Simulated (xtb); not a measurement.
xtb input file for Al(Me)(OSiH3) (CH6AlOSi), SMILES [CH3][Al+][O][SiH3], charge +1, GFN2-xTB. 

```
$ xtb mol.xyz --gfn 2 --sp --chrg 1 --uhf 0 --json
$ cat mol.xyz
10

Al     0.00000000    -0.00000000     1.11275585
C     -0.00000000     0.00000000     3.07516832
H      1.01588844     0.19371333     3.44056056
H     -0.34018355    -0.97664186     3.44056057
H     -0.67570488     0.78292854     3.44056056
O      0.00000000    -0.00000000    -0.50551643
Si    -0.00000000     0.00000000    -2.25503158
H      0.64040633    -1.28113251    -2.54131469
H      0.78929013     1.19517440    -2.54131470
H     -1.42969646     0.08595810    -2.54131470
```

Log of the run:

```
[banner left out]
          |                Calculation Setup                |
           -------------------------------------------------



           -------------------------------------------------
          |                 G F N 2 - x T B                 |
           -------------------------------------------------

        Reference                      10.1021/acs.jctc.8b01176
      * Hamiltonian:
        H0-scaling (s, p, d)           1.850000    2.230000    2.230000
        zeta-weighting                 0.500000
      * Dispersion:
        s8                             2.700000
        a1                             0.520000
        a2                             5.000000
        s9                             5.000000
      * Repulsion:
        kExp                           1.500000    1.000000
        rExp                           1.000000
      * Coulomb:
        alpha                          2.000000
        third order                    shell-resolved
        anisotropic                    true
        a3                             3.000000
        a5                             4.000000
        cn-shift                       1.200000
        cn-exp                         4.000000
        max-rad                        5.000000


          ...................................................
          :                      SETUP                      :
          :.................................................:
          :  # basis functions                  34          :
          :  # atomic orbitals                  32          :
          :  # shells                           16          :
          :  # electrons                        22          :
          :  max. iterations                   250          :
          :  Hamiltonian                  GFN2-xTB          :
          :  restarted?                      false          :
          :  GBSA solvation                  false          :
          :  PC potential                    false          :
          :  electronic temp.          300.0000000     K    :
          :  accuracy                    1.0000000          :
          :  -> integral cutoff          0.2500000E+02      :
          :  -> integral neglect         0.1000000E-07      :
          :  -> SCF convergence          0.1000000E-05 Eh   :
          :  -> wf. convergence          0.1000000E-03 e    :
          :  Broyden damping             0.4000000          :
          :  net charge                          1          :
          :  unpaired electrons                  0          :
          ...................................................

 iter      E             dE          RMSdq      gap      omega  full diag
   1    -11.7488964 -0.117489E+02  0.246E+01    3.44       0.0  T
   2    -11.8321399 -0.832436E-01  0.172E+01    2.53       1.0  T
   3    -11.6363562  0.195784E+00  0.682E+00    1.82       1.0  T
   4    -11.8267829 -0.190427E+00  0.295E+00    1.90       1.0  T
   5    -11.8474513 -0.206683E-01  0.106E+00    1.89       1.0  T
   6    -11.8477956 -0.344317E-03  0.595E-01    2.16       1.0  T
   7    -11.8479370 -0.141407E-03  0.166E-01    2.15       1.0  T
   8    -11.8479680 -0.310085E-04  0.625E-02    2.18       1.0  T
   9    -11.8479740 -0.601663E-05  0.236E-02    2.18       1.3  T
  10    -11.8479755 -0.144695E-05  0.991E-03    2.18       3.2  T
  11    -11.8479753  0.153695E-06  0.717E-03    2.18       4.4  T
  12    -11.8479756 -0.259869E-06  0.142E-03    2.18      22.2  T
  13    -11.8479756 -0.312636E-08  0.103E-03    2.18      30.6  T
  14    -11.8479756 -0.240568E-08  0.301E-04    2.18     105.2  T
  15    -11.8479756  0.778222E-11  0.916E-05    2.18     345.2  T

   *** convergence criteria satisfied after 15 iterations ***

         #    Occupation            Energy/Eh            Energy/eV
      -------------------------------------------------------------
         1        2.0000           -0.9097510             -24.7556
       ...           ...                  ...                  ...
         5        2.0000           -0.6740752             -18.3425
         6        2.0000           -0.6740752             -18.3425
         7        2.0000           -0.6557659             -17.8443
         8        2.0000           -0.6557659             -17.8443
         9        2.0000           -0.6275939             -17.0777
        10        2.0000           -0.5656067             -15.3909
        11        2.0000           -0.5656067             -15.3909 (HOMO)
        12                         -0.4853669             -13.2075 (LUMO)
        13                         -0.3602116              -9.8019
        14                         -0.3602116              -9.8019
        15                         -0.3384883              -9.2107
        16                         -0.3285376              -8.9400
       ...                                ...                  ...
        32                          1.1440651              31.1316
      -------------------------------------------------------------
                  HL-Gap            0.0802399 Eh            2.1834 eV
             Fermi-level           -0.5254868 Eh          -14.2992 eV

 SCC (total)                   0 d,  0 h,  0 min,  0.008 sec
 SCC setup                      ...        0 min,  0.000 sec (  1.402%)
 Dispersion                     ...        0 min,  0.000 sec (  0.642%)
 classical contributions        ...        0 min,  0.000 sec (  0.273%)
 integral evaluation            ...        0 min,  0.001 sec ( 15.546%)
 iterations                     ...        0 min,  0.004 sec ( 52.088%)
 molecular gradient             ...        0 min,  0.002 sec ( 28.983%)
 printout                       ...        0 min,  0.000 sec (  0.934%)

         :::::::::::::::::::::::::::::::::::::::::::::::::::::
         ::                     SUMMARY                     ::
         :::::::::::::::::::::::::::::::::::::::::::::::::::::
         :: total energy             -11.733942523945 Eh    ::
         :: gradient norm              0.000201261135 Eh/a0 ::
         :: HOMO-LUMO gap              2.183437656252 eV    ::
         ::.................................................::
         :: SCC energy               -11.847979711966 Eh    ::
         :: -> isotropic ES            0.138297764590 Eh    ::
         :: -> anisotropic ES         -0.013214131814 Eh    ::
         :: -> anisotropic XC         -0.019301043788 Eh    ::
         :: -> dispersion             -0.004042049370 Eh    ::
         :: repulsion energy           0.114037188021 Eh    ::
         :: add. restraining           0.000000000000 Eh    ::
         :: total charge               1.000000000000 e     ::
         :::::::::::::::::::::::::::::::::::::::::::::::::::::

           -------------------------------------------------
          |                Property Printout                |
           -------------------------------------------------

    * Orbital Energies and Occupations

         #    Occupation            Energy/Eh            Energy/eV
      -------------------------------------------------------------
         1        2.0000           -0.9097510             -24.7556
         2        2.0000           -0.8197166             -22.3056
         3        2.0000           -0.7785817             -21.1863
         4        2.0000           -0.6769050             -18.4195
         5        2.0000           -0.6740752             -18.3425
         6        2.0000           -0.6740752             -18.3425
         7        2.0000           -0.6557659             -17.8443
         8        2.0000           -0.6557659             -17.8443
         9        2.0000           -0.6275939             -17.0777
        10        2.0000           -0.5656067             -15.3909
        11        2.0000           -0.5656067             -15.3909 (HOMO)
        12                         -0.4853669             -13.2075 (LUMO)
        13                         -0.3602116              -9.8019
        14                         -0.3602116              -9.8019
        15                         -0.3384883              -9.2107
        16                         -0.3285376              -8.9400
        17                         -0.3285376              -8.9400
        18                         -0.3096143              -8.4250
        19                         -0.3096143              -8.4250
        20                         -0.1963960              -5.3442
        21                         -0.1963960              -5.3442
        22                         -0.1110763              -3.0225
       ...                                ...                  ...
        32                          1.1440651              31.1316
      -------------------------------------------------------------
                  HL-Gap            0.0802399 Eh            2.1834 eV
             Fermi-level           -0.5254868 Eh          -14.2992 eV

     #   Z          covCN         q      C6AA      α(0)
     1  13 Al       1.615     0.504   185.750    33.427
     2   6 C        3.611    -0.186    24.747     7.183
     3   1 H        0.924     0.176     1.227     1.732
     4   1 H        0.924     0.176     1.227     1.732
     5   1 H        0.924     0.176     1.227     1.732
     6   8 O        1.498    -0.379    20.572     6.116
     7  14 Si       3.558     0.558    97.430    19.002
     8   1 H        0.919    -0.009     3.212     2.803
     9   1 H        0.919    -0.009     3.212     2.803
    10   1 H        0.919    -0.009     3.212     2.803

 Mol. C6AA /au·bohr⁶  :       1664.817292
 Mol. C8AA /au·bohr⁸  :      83280.508017
 Mol. α(0) /au        :         79.332235


Wiberg/Mayer (AO) data.
largest (>0.10) Wiberg bond orders for each atom

 ---------------------------------------------------------------------------
     #   Z sym  total        # sym  WBO       # sym  WBO       # sym  WBO
 ---------------------------------------------------------------------------
     1  13 Al   3.342 --     6 O    1.691     2 C    1.273
     2   6 C    3.964 --     1 Al   1.273     4 H    0.873     3 H    0.873
                             5 H    0.873
     3   1 H    0.966 --     2 C    0.873
     4   1 H    0.966 --     2 C    0.873
     5   1 H    0.966 --     2 C    0.873
     6   8 O    2.509 --     1 Al   1.691     7 Si   0.659
     7  14 Si   3.434 --    10 H    0.894     9 H    0.894     8 H    0.894
                             6 O    0.659
     8   1 H    0.998 --     7 Si   0.894
     9   1 H    0.998 --     7 Si   0.894
    10   1 H    0.998 --     7 Si   0.894
 ---------------------------------------------------------------------------

Topologies differ in total number of bonds
Writing topology from bond orders to xtbtopo.mol

molecular dipole:
                 x           y           z       tot (Debye)
 q only:        0.000       0.000       1.527
   full:        0.000       0.000       1.965       4.994
molecular quadrupole (traceless):
                xx          xy          yy          xz          yz          zz
 q only:      -13.294      -0.000     -13.294       0.000      -0.000      26.587
  q+dip:      -12.542      -0.000     -12.542       0.000      -0.000      25.083
   full:      -10.382      -0.000     -10.382       0.000      -0.000      20.765


           -------------------------------------------------
          | TOTAL ENERGY              -11.733942523945 Eh   |
          | GRADIENT NORM               0.000201261135 Eh/α |
          | HOMO-LUMO GAP               2.183437656252 eV   |
           -------------------------------------------------

------------------------------------------------------------------------
Note: The following floating-point exceptions are signalling: IEEE_UNDERFLOW_FLAG IEEE_DENORMAL
normal termination of xtb
------------------------------------------------------------------------
 total:
 SCF:
```

The calculation finished and met its thresholds.

Cost: very roughly 0.04 core-seconds.
